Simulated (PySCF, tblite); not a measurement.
Complex of silanol and 2 × methanol

A gas-phase complex of silanol and 2 × methanol; neutral, singlet. The structure comes from a short search (6 tight-binding starts) and was relaxed by PBE0-D3(BJ)/def2-SVPD; another way of binding may lie lower. No frequency run checks that it is a minimum.

| part | name | SMILES | atoms | charge | multiplicity |
| --- | --- | --- | --- | --- | --- |
| 1 | silanol | O[SiH3] | 1–6 | 0 | 1 |
| 2 | methanol | CO | 7–12 | 0 | 1 |
| 3 | methanol | CO | 13–18 | 0 | 1 |

```
atom  part   x (Å)   y (Å)   z (Å)
  O1     1   1.014   0.756  -1.136
 Si2     1   0.677  -0.173   0.215
  H3     1   1.454   1.631  -1.005
  H4     1  -0.146  -1.319  -0.256
  H5     1  -0.087   0.618   1.229
  H6     1   1.930  -0.676   0.853
  C7     2   0.131   2.136  -4.420
  O8     2  -0.063   2.411  -3.053
  H9     2   1.146   1.753  -4.623
 H10     2  -0.604   1.405  -4.793
 H11     2  -0.003   3.073  -4.974
 H12     2   0.084   1.604  -2.528
 C13     3   1.281   4.213  -0.315
 O14     3   1.773   3.304  -1.272
 H15     3   1.221   5.234  -0.723
 H16     3   0.283   3.922   0.054
 H17     3   1.978   4.220   0.533
 H18     3   1.158   3.264  -2.034
```

```csv
contact,kind (by geometry),distance (Å),angle (°)
H3···O14,hydrogen bond,1.724,157
H18···O8,hydrogen bond,1.805,152
H12···O1,hydrogen bond,1.877,148
```

Interaction energies are complex less parts, with the parts frozen as they stand in it; counterpoise-corrected, in kcal/mol (PySCF).

Question: Give the interaction energy at each level run.

Answer: 
```tsv
level	interaction	superposition error removed
wB97M-D3(BJ)/def2-SVPD	-18.85	-2.20
PBE0-D3(BJ)/def2-SVPD	-20.03	-2.23
```

Question: What holds them together? Decompose the wB97M-D3(BJ)/def2-SVPD energy: frozen parts, their antisymmetrised product, then relaxation.

Answer: electrostatic -36.6, Pauli repulsion +39.1, orbital relaxation -19.9, dispersion correction -3.6 kcal/mol, which sum to the value before the counterpoise correction; the Pauli term holds the exchange-correlation of the frozen density too. Of the attraction, 61 % is electrostatic, 33 % is orbital relaxation, 6 % is dispersion correction.

Question: Are the pair energies additive?

Answer: The pairs sum to -15.57 kcal/mol (1–2 -4.4, 1–3 -6.1, 2–3 -5.1); the rest of -3.27 is a many-body strengthening.

The parts were also relaxed and run alone, at the levels used for the complex: shieldings by PBE0/pcSseg-1; core levels by delta-SCF with SCAN, pcX-2 on the ionised atom and pcseg-1 elsewhere, spin-free X2C.

Question: How do these values change when the complex forms?

Answer: 
| property | alone | in the complex | change |
| --- | --- | --- | --- |
| O1–H3 bond (Å) | 0.959 | 0.988 | +0.028 |
| shielding of H3 (ppm) | 31.21 | 25.74 | -5.47 |
| shielding of O14 (ppm) | 332.0 | 321.7 | -10.3 |
| shielding of H18 (ppm) | 32.07 | 27.13 | -4.93 |
| shielding of O8 (ppm) | 332.0 | 326.0 | -6.0 |
| O1 1s core level (eV) | 538.74 | 537.95 | -0.79 |
| O8 1s core level (eV) | 539.01 | 538.63 | -0.38 |
| O14 1s core level (eV) | 539.01 | 538.56 | -0.45 |
